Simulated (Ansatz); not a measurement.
Reaction (silylene formation by 1,1-elimination): `O[SiH2][Si](F)(Cl)Cl` → `O[Si](F)(Cl)Cl` + `[SiH2]`

Gas-phase electronic energies from Ansatz, PBE0-D4/def2-TZVP geometries. CCSD(T)/CBS is the MP2 limit (def2-TZVPP, def2-QZVPP) plus CCSD(T) − MP2 in def2-TZVPP, frozen cores. This one scheme is used for every species. DFT in def2-TZVPP. B3LYP here is the variant with VWN-RPA as its local correlation; programs differ in this. HSE06 is defined as in plane-wave codes. Each species was taken in one conformer, which may not be the lowest.

`O[SiH2][Si](F)(Cl)Cl`:

Cartesian coordinates in Å:
```
O 1.530 -1.020 -0.760
Si 0.806 -0.232 0.488
Si -1.294 0.439 -0.285
F -2.224 -0.794 -0.653
Cl -2.234 1.478 1.201
Cl -1.171 1.615 -1.942
H 2.414 -1.370 -0.637
H 0.622 -1.102 1.682
H 1.551 0.986 0.907
```

`O[Si](F)(Cl)Cl`:

Cartesian coordinates in Å:
```
O -0.251 -0.694 -1.101
Si 0.128 0.257 0.144
F -0.868 1.478 0.251
Cl 0.020 -0.738 1.906
Cl 1.979 0.977 -0.176
H -1.007 -1.280 -1.024
```

`[SiH2]`:

```xyz
3

Si    0.449    0.195   -0.517
H    -1.058   -0.031   -0.440
H     0.609   -0.164    0.957
```

| level | ΔE (kJ/mol) |
| --- | --- |
| BLYP-D4 | 198.4 |
| B3LYP-D4 | 203.1 |
| r2SCANh-D4 | 220.8 |
| HSE06-D4 | 219.9 |
| ωB97X-V | 212.8 |
| HSE06 | 212.4 |
| BHLYP | 193.7 |
| RPA@PBE/def2-TZVPP | 174.6 |

Problem. What does CCSD(T)/CBS give? (Best estimate.)

Solution. Computed: +200.3 kJ/mol. The listed levels differ from it by -1.9, 2.8, 20.5, 19.6, 12.5, 12.1, -6.6, -25.7 kJ/mol.

Largest T1 diagnostic among the species: 0.014.

The D4 term adds +13.6 kJ/mol with B3LYP and +7.7 kJ/mol with PBE0; it sums over pairs of atoms, weighted by their polarisabilities, and B3LYP, whose exchange is more repulsive, gets the larger term. In def2-TZVPP, CCSD(T) changes the Hartree–Fock value by +15.8 kJ/mol (the triples alone add +5.2 kJ/mol) and MP2 by +32.2 kJ/mol. At CCSD(T), def2-SVP lies −24.2 kJ/mol from the extrapolated value and def2-TZVPP −9.8 kJ/mol.
